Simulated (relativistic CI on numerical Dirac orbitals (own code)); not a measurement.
# Level scheme of Cr3+

Method of calculation: Dirac-Coulomb-Breit CI, KLI orbitals optimised for each configuration, model QED (radiative potential, 1s self-energy scaled to tabulated hydrogen-like ionisation energies), valence Slater integrals scaled by 0.85, P86 correlation energy added to each configuration (own radial code, finite nucleus).

Configuration list (outside the closed core [Ne] 3s2): 3p6.3d3, 3p6.3d2.4s, 3p6.3d2.4p, 3p5.3d4, 3p6.3d2.4d, 3p6.3d2.5s, 3p6.3d2.5p, 3p6.3d2.4f, 3p6.3d2.5d, 3p6.3d.4s.4p, 3p6.3d2.5f, 3p6.3d2.5g, 3p6.3d.4s2, 3p6.4s2.4p, 3p6.4s2.4d, 3p6.4s2.5s, 3p6.4s2.5p, 3p6.3d.4p2, 3p6.4s.4p2, 3p6.4p3, 3p6.4p2.4d, 3p6.4p2.5s, 3p6.4p2.5p, 3p6.3d.4s.4d, 3p6.4s.4p.4d, 3p6.4s.4d2, 3p6.4s.4d.5s, 3p6.4s.4d.5p. Double excitations out of closed p, d and f shells are left out; levels of such configurations are missing from the list, as are those of other unlisted configurations, and high levels can miss mixing partners.

The lowest level is 3p6.3d3 4F_3/2, with 100 % of that term; Hund's rules for 3p6.3d3 give 4F with J = 3/2, in agreement.

```csv
No.,Configuration,Term,J,E (eV),%,Next component (%),Landé g
1,3p6.3d3,4F,3/2,0.0000,100,,0.399
2,3p6.3d3,4F,5/2,0.0273,100,,1.028
3,3p6.3d3,4F,7/2,0.0642,100,,1.238
4,3p6.3d3,4F,9/2,0.1094,100,,1.334
5,3p6.3d3,4P,1/2,1.8692,100,,2.662
6,3p6.3d3,4P,3/2,1.8830,99,1 2P,1.730
7,3p6.3d3,2G,7/2,1.8950,100,,0.888
8,3p6.3d3,4P,5/2,1.9176,100,,1.601
9,3p6.3d3,2G,9/2,1.9348,99,1 2H,1.109
10,3p6.3d3,2P,1/2,2.5107,100,,0.674
11,3p6.3d3,2H,9/2,2.5130,99,1 2G,0.910
12,3p6.3d3,2P,3/2,2.5233,87,12 2D,1.274
13,3p6.3d3,2H,11/2,2.5418,100,,1.091
14,3p6.3d3,2D,3/2,2.7281,88,12 2P,0.863
15,3p6.3d3,2D,5/2,2.7526,100,,1.200
16,3p6.3d3,2F,7/2,4.3363,100,,1.143
17,3p6.3d3,2F,5/2,4.3594,100,,0.857
18,3p6.3d3,2D,5/2,6.6978,100,,1.200
19,3p6.3d3,2D,3/2,6.7187,100,,0.799
20,3p6.3d2.4s,4F,3/2,13.2121,100,,0.399
21,3p6.3d2.4s,4F,5/2,13.2427,100,,1.028
22,3p6.3d2.4s,4F,7/2,13.2863,100,,1.238
23,3p6.3d2.4s,4F,9/2,13.3422,100,,1.334
24,3p6.3d2.4s,2F,5/2,13.9276,99,,0.857
25,3p6.3d2.4s,2F,7/2,14.0157,99,,1.143
26,3p6.3d2.4s,2D,5/2,15.1171,83,17 4P,1.268
27,3p6.3d2.4s,2D,3/2,15.1331,92,7 4P,0.866
28,3p6.3d2.4s,4P,1/2,15.1930,100,,2.670
29,3p6.3d2.4s,4P,3/2,15.2179,93,7 2D,1.670
30,3p6.3d2.4s,4P,5/2,15.2640,83,17 2D,1.533
31,3p6.3d2.4s,2P,1/2,15.8733,99,,0.666
32,3p6.3d2.4s,2P,3/2,15.9109,99,,1.331
33,3p6.3d2.4s,2G,9/2,16.0343,100,,1.111
34,3p6.3d2.4s,2G,7/2,16.0360,100,,0.888
35,3p6.3d2.4s,2S,1/2,19.6741,99,,2.002
36,3p6.3d2.4p,4G°,5/2,19.7532,96,3 2F°,0.583
37,3p6.3d2.4p,4G°,7/2,19.8186,97,2 4F°,0.990
38,3p6.3d2.4p,4F°,3/2,19.8923,97,2 2D°,0.411
39,3p6.3d2.4p,4G°,9/2,19.8990,98,2 4F°,1.175
40,3p6.3d2.4p,4F°,5/2,19.9338,98,1 2D°,1.028
41,3p6.3d2.4p,4F°,7/2,19.9868,97,2 4G°,1.234
42,3p6.3d2.4p,4G°,11/2,19.9942,100,,1.273
43,3p6.3d2.4p,4F°,9/2,20.0472,97,2 4G°,1.329
44,3p6.3d2.4p,2F°,5/2,20.1485,80,8 4D°,0.920
45,3p6.3d2.4p,2F°,7/2,20.2173,74,25 4D°,1.212
```

Energies count from the lowest computed level; ° marks odd parity.

The mean weight of the leading LS term, summed over parents, in these 45 levels is 97 %, and that of the leading jj configuration (from the same eigenvectors) 60 %, so LS coupling describes them better.

For a near-neutral ion this model can misplace configurations by up to about 10,000 cm⁻¹ (more where the count of f electrons changes) and terms by 10 to 25 % of their spread. Rates follow the energies as ν³ (E1, M1) or ν⁵ (E2), so they and the lifetimes can be off by large factors. The fine structure of a lone outer electron comes out too small, for d and f at times inverted, and misplaced configurations move strength between like terms. 66 of the 66 excited levels that our extract of the measured tables holds in this range could be paired (the sources list more); they are missed by 2003 cm⁻¹ on average and 3618 at most, and levels without a partner can miss by more. Some levels of the ground configuration have no partner and can miss by 10 % or more.

Landé's interval rule says that E(J) − E(J−1) = AJ with one A. For the ground term the intervals give A = 88.2, 84.9, 81.1 cm⁻¹ for J = 5/2, 7/2, 9/2; the multiplet is regular.
